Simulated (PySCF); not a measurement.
# Electron correlation in N (nitrogen, neutral)

[He] 2s1 2p4, high-spin 4P determinant (an excited configuration). Computed with PySCF 2.14 in aug-cc-pVTZ-DK (5s4p3d2f, 46 functions), with scalar relativity by spin-free X2C-1e. Frozen: 1s2; 5 electrons correlated.

| level | correlation energy (mhartree) |
| --- | --- |
| CCSD | -114.02 |
| (T) | -4.92 |
| CCSD(T) | -118.94 |

Diagnostics: T1 = 0.026, D1 = 0.0690, largest double amplitude 0.158.

Task: Is a single reference adequate?

Result: Not fully. A double-excitation amplitude exceeds 0.15, a sign of near-degeneracy.
